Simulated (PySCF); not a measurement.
The 6-electron isoelectronic series, spin-free X2C

Calculated with PySCF 2.14 from differences of total energies of unrestricted determinants, without spin-orbit coupling. Each ion has its own even-tempered basis scaled to its charge (19s12p5d5f4g for the first); frozen: nothing. Ionisation energies in eV, correlation energies of the ion in mhartree.

```csv
ion,configuration,UHF,LDA,PBE,PBE0,r2SCAN,MP2 (all electrons),E_corr MP2,"NIST (with spin-orbit, Breit and QED)"
Xe⁴⁸⁺,[He] 2s2 2p2 (3P),8766.3,8761.0,8764.6,8765.3,8769.1,8765.9,-238.5,8971 ± 4 (t)
Cs⁴⁹⁺,[He] 2s2 2p2 (3P),9126.4,9120.9,9124.6,9125.3,9129.2,9126.0,-239.5,9350 ± 4 (t)
Ba⁵⁰⁺,[He] 2s2 2p2 (3P),9494.1,9488.5,9492.3,9493.1,9497.0,9493.8,-239.8,9739 ± 4 (t)
La⁵¹⁺,[He] 2s2 2p2 (3P),9869.7,9863.9,9867.8,9868.6,9872.6,9869.3,-240.8,10136 ± 4 (t)
Ce⁵²⁺,[He] 2s2 2p2 (3P),10253.0,10247.0,10251.1,10251.8,10256.0,10252.7,-241.2,10542 ± 4 (t)
Nd⁵⁴⁺,[He] 2s2 2p2 (3P),11043.2,11036.9,11041.2,11042.0,11046.3,11042.9,-242.5,11384 ± 5 (t)
Pm⁵⁵⁺,[He] 2s2 2p2 (3P),11450.2,11443.7,11448.1,11448.9,11453.3,11449.9,-243.4,11819 ± 5 (t)
Sm⁵⁶⁺,[He] 2s2 2p2 (3P),11865.1,11858.5,11863.0,11863.8,11868.3,11864.9,-243.9,12264 ± 5 (t)
Eu⁵⁷⁺,[He] 2s2 2p2 (3P),12288.1,12281.3,12285.9,12286.7,12291.3,12287.9,-244.8,12718 ± 6 (t)
```

Interpolate the row of Pr⁵³⁺.

configuration [He] 2s2 2p2 (3P); UHF 10644.2; LDA 10638.0; PBE 10642.2; PBE0 10643.0; r2SCAN 10647.2; MP2 (all electrons) 10643.9; E_corr MP2 -242.1; NIST (with spin-orbit, Breit and QED) 10959 ± 5 (t).

Each ion has its own basis, which adds noise of up to about 0.1 % along the series.

NIST values marked (s) are semi-empirical, (t) theoretical. Open shells are high-spin determinants of the terms that Hund's rules give.

Spin-orbit coupling of the open shells is absent from the calculated values and included in NIST's; it grows fast with Z.

At high Z the X2C-1e correlation energies are inflated by the missing two-electron picture change in the 1s pairs.
